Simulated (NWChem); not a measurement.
**Relativistic effects in H2SSn**

```
S
H 1 1.3549
Sn 1 2.4630 2 95.56
H 3 1.7898 1 88.94 2 180.00
```
Charge 0, spin multiplicity 1.

All runs are NWChem calculations. Structure: optimised with B3LYP/def2-SVP with def2 effective core potentials on Sn, a minimum by its harmonic frequencies. It is one conformer; others weren't searched.

Functional PBE0, all-electron basis x2c-SVPall-2c, contracted for the X2C Hamiltonian and used here with ZORA. The ion keeps the geometry and has multiplicity 2 in the scalar run; the spin-orbit run starts from the same electron counts.

The cost column gives rough processor time relative to scalar ZORA; each entry includes its own SCF.

The structure started from a generated list of species. The stability of the SCF solutions was not checked.

```tsv
Hamiltonian	ΔSCF ionisation energy (eV)	HOMO (eV)	LUMO (eV)	gap (eV)	relative cost
scalar ZORA	8.96	-6.80	-2.70	4.11	1
spin-orbit ZORA	8.96	-6.80	-2.70	4.11	under 3
```

From scalar ZORA to spin-orbit ZORA the ionisation energy is nearly the same.
